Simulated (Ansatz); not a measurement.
Two isomers of CH3FOSeSi: A = `FC1O[SiH2][Se]1`, B = `FC1([SeH])O[SiH2]1`.

Calculated with Ansatz (gas phase, PBE0-D4/def2-TZVP geometries, no zero-point term in ΔE). CCSD(T)/CBS adds triple-zeta CCSD(T) − MP2 to the extrapolated MP2 energy (def2 sets, frozen cores). DFT in def2-TZVPP. B3LYP here is the variant with VWN-RPA as its local correlation; programs differ in this. For Se outer-core shells are correlated without core-valence functions, which leaves a few kJ/mol of doubt a bond. Scalar relativity is left out up to krypton. Each species was taken in one conformer, which may not be the lowest.

A:

Z-matrix (Å, degrees):
```
C
O 1 1.380
Si 1 2.391 2 43.2
F 1 1.350 2 110.3 3 -118.2
Se 1 2.017 2 104.1 3 1.2
H 1 1.091 2 112.4 3 121.1
H 3 1.481 1 123.4 2 79.2
H 3 1.482 1 124.3 2 -80.5
```

B:

```xyz
8

F    -1.3437    0.4726   -1.1995
C    -0.5631    0.2340   -0.1176
Se   -1.6053   -0.4138    1.3892
O     0.2069    1.3593    0.2379
Si    1.2487    0.1287   -0.2624
H    -1.9619   -1.6688    0.7153
H     2.0874   -0.4846    0.7858
H     1.9310    0.3727   -1.5486
```

**Question.** Which isomer does CCSD(T)/CBS put lower? Give the gap. (Best estimate.)

**Answer.** Computed: A, by 196.4 kJ/mol.

**Question.** Give E(B) − E(A) in kJ/mol with r2SCAN-D4, ωB97M-V, B3LYP, PBE-D4, HF/def2-TZVPP, MP2/def2-TZVPP, B3LYP-D4. (Best estimate.)

**Answer.** Ansatz gave: r2SCAN-D4 188.0, ωB97M-V 191.6, B3LYP 185.5, PBE-D4 178.4, HF/def2-TZVPP 216.8, MP2/def2-TZVPP 199.0, B3LYP-D4 186.7. None reverses the order clearly.

Largest T1 diagnostic: 0.013.

From PBE to PBE0 (25 % exact exchange), in def2-TZVPP and without D4, E(B) − E(A) moves by +16.1 kJ/mol. In def2-TZVPP, CCSD(T) changes the Hartree–Fock value by −22.7 kJ/mol (the triples alone add −3.3 kJ/mol) and MP2 by −17.8 kJ/mol.
